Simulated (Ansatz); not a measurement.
Steps of a relaxation of AlBH4O2 (`B[O][AlH][OH]`) with RKS PBE0-D4/def2-TZVP.

```sh
$ ansatz run in.yaml --threads 2 --pin off --events-out ev --progress --plain --max-ram 4352MiB
```

```yaml
crystal:
  periodic: [false, false, false]
  atoms:
    - {symbol: B, position_ang: [-0.403879, 1.788339, -0.153641]}
    - {symbol: O, position_ang: [0.079174, 0.534750, -0.121790]}
    - {symbol: Al, position_ang: [0.733214, -1.055154, -0.108182]}
    - {symbol: O, position_ang: [-0.179894, -2.373665, 0.474850]}
    - {symbol: H, position_ang: [-1.004786, 2.178115, -1.147811]}
    - {symbol: H, position_ang: [-0.240870, 2.522380, 0.813777]}
    - {symbol: H, position_ang: [2.192600, -1.316119, -0.636573]}
    - {symbol: H, position_ang: [-1.083359, -2.335646, 0.823671]}
basis:
  gaussian: {orbitals: def2-TZVP}
hamiltonian: {xc: pbe0, dispersion: d4}
relax: {f_tol: 0.005, max_steps: 150}
```

Positions (Å) and forces (eV/Å) along the path, 7 of 7 steps:

```xyz
8
step=1 energy=-11429.7944 eV
B    -0.404    1.788   -0.154    0.050   -0.155    0.007
O     0.079    0.535   -0.122    0.148   -0.339   -0.003
Al    0.733   -1.055   -0.108   -0.558    0.342    0.160
O    -0.180   -2.374    0.475   -0.325    0.458    0.051
H    -1.005    2.178   -1.148    0.223   -0.135    0.371
H    -0.241    2.522    0.814   -0.063   -0.265   -0.363
H     2.193   -1.316   -0.637   -0.161    0.050    0.055
H    -1.083   -2.336    0.824    0.687    0.045   -0.278
8
step=2 energy=-11429.8307 eV
B    -0.402    1.771   -0.151    0.032   -0.044   -0.005
O     0.080    0.526   -0.121    0.134   -0.340    0.003
Al    0.729   -1.048   -0.108   -0.367    0.225    0.107
O    -0.182   -2.355    0.473    0.030    0.239   -0.053
H    -0.995    2.159   -1.133    0.056   -0.040    0.106
H    -0.241    2.498    0.803   -0.023   -0.076   -0.098
H     2.179   -1.301   -0.634   -0.015    0.012    0.004
H    -1.076   -2.307    0.816    0.153    0.024   -0.065
8
step=3 energy=-11429.8388 eV
B    -0.394    1.758   -0.152   -0.094   -0.010    0.040
O     0.085    0.515   -0.121    0.023    0.007   -0.012
Al    0.725   -1.041   -0.107    0.011    0.002   -0.006
O    -0.184   -2.336    0.470   -0.005   -0.016    0.005
H    -0.995    2.140   -1.124    0.029    0.010   -0.015
H    -0.244    2.478    0.802    0.030    0.011   -0.011
H     2.175   -1.291   -0.634    0.012   -0.005   -0.003
H    -1.075   -2.280    0.810   -0.006    0.002    0.002
8
step=4 energy=-11429.8393 eV
B    -0.401    1.756   -0.150    0.005   -0.008   -0.001
O     0.090    0.516   -0.127   -0.011    0.006    0.003
Al    0.727   -1.042   -0.108    0.010    0.003   -0.004
O    -0.185   -2.334    0.471   -0.002    0.001    0.001
H    -0.998    2.141   -1.122   -0.001   -0.001   -0.003
H    -0.244    2.476    0.803    0.001    0.000    0.004
H     2.178   -1.296   -0.632   -0.001   -0.002    0.001
H    -1.076   -2.274    0.809   -0.001    0.000    0.000
8
step=5 energy=-11429.8393 eV
B    -0.401    1.755   -0.150    0.003   -0.005   -0.001
O     0.090    0.516   -0.127   -0.004    0.005    0.001
Al    0.729   -1.042   -0.109   -0.001    0.001    0.000
O    -0.185   -2.333    0.471    0.001   -0.002    0.000
H    -0.998    2.141   -1.122   -0.001   -0.001   -0.002
H    -0.244    2.475    0.803    0.001    0.000    0.002
H     2.179   -1.297   -0.632    0.000    0.000    0.000
H    -1.076   -2.273    0.810    0.000    0.001    0.000
8
step=6 energy=-11429.8393 eV
B    -0.401    1.755   -0.150   -0.003    0.005    0.000
O     0.087    0.515   -0.126    0.002   -0.009    0.000
Al    0.728   -1.042   -0.109    0.005    0.003    0.000
O    -0.184   -2.334    0.472   -0.003    0.000    0.000
H    -0.997    2.142   -1.123    0.000    0.000   -0.001
H    -0.244    2.475    0.803    0.001    0.001    0.001
H     2.179   -1.296   -0.632   -0.001    0.001    0.000
H    -1.076   -2.273    0.809    0.000   -0.001    0.000
8
step=7 energy=-11429.8393 eV
B    -0.401    1.755   -0.150    0.000    0.000    0.000
O     0.086    0.515   -0.126    0.000    0.000    0.000
Al    0.728   -1.042   -0.108    0.000    0.000    0.000
O    -0.184   -2.334    0.471    0.000    0.000    0.000
H    -0.996    2.142   -1.123    0.000    0.000    0.000
H    -0.243    2.475    0.803    0.000    0.000    0.000
H     2.178   -1.295   -0.632    0.000    0.000    0.000
H    -1.076   -2.274    0.810    0.000    0.000    0.000
```

Hardware: 2 threads of an Intel Xeon Platinum 8259CL on a shared host. Wall time 27 s, peak host memory 0.33 GiB.
